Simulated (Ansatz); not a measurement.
`[Li][N](C)C` + HBr → `[Li][Br]` + `CNC` at 600 K and 1 bar (ligand exchange at a Li–N bond).

Program: Ansatz. Geometries: PBE0-D4/def2-TZVP. ΔE: electronic, gas phase. CBS: MP2 limit from def2 TZ/QZ plus the TZ coupled-cluster correction, frozen cores. For Br, Li outer-core shells are correlated without core-valence functions, which leaves a few kJ/mol of doubt a bond. Scalar relativity is left out up to krypton.

```json
{"species": "`[Li][N](C)C`", "CCSD(T)/CBS energy (Eh)": "-141.90308", "H − E (kJ/mol)": "259.9", "S (J/(mol·K))": "364.9"}
{"species": "HBr", "CCSD(T)/CBS energy (Eh)": "-2573.91920", "H − E (kJ/mol)": "33.5", "S (J/(mol·K))": "219.1"}
{"species": "`[Li][Br]`", "CCSD(T)/CBS energy (Eh)": "-2580.90160", "H − E (kJ/mol)": "23.2", "S (J/(mol·K))": "248.7"}
{"species": "`CNC`", "CCSD(T)/CBS energy (Eh)": "-135.00321", "H − E (kJ/mol)": "284.6", "S (J/(mol·K))": "333.5"}
```

H − E and S are ideal-gas, rigid-rotor, harmonic terms from PBE0-D4/def2-TZVP. 1 Eh = 2625.50 kJ/mol, R = 8.31446 J/(mol·K).

By hand: ΔE, ΔH, ΔS and ΔG.

ΔE = (-2580.90160) + (-135.00321) − (-141.90308) − (-2573.91920) = -0.08253 Eh = -216.7 kJ/mol. Δ(H − E) = 23.2 + 284.6 − 259.9 − 33.5 = 14.4, so ΔH = -202.3 kJ/mol. ΔS = 248.7 + 333.5 − 364.9 − 219.1 = -1.8 J/(mol·K). ΔG = -202.3 − 600 × (-1.8)/1000 = -201.2 kJ/mol.

By hand: the equilibrium constant, and the temperature at which ΔG would vanish if ΔH and ΔS stayed fixed.

log₁₀ K = −ΔG/(RT ln 10) = 17.5. ΔG = 0 at ΔH/ΔS = 112389 K, far beyond where these terms or the molecules hold.

The number of gas molecules stays the same, so ΔS is small and ΔH decides. A doubt of 5 kJ/mol in ΔE shifts log₁₀ K by 0.4 here. These are equilibria of isolated gas molecules and say nothing of rates. Largest T1 diagnostic: 0.011 (customary marks: 0.02 for closed shells, 0.045 for open ones).
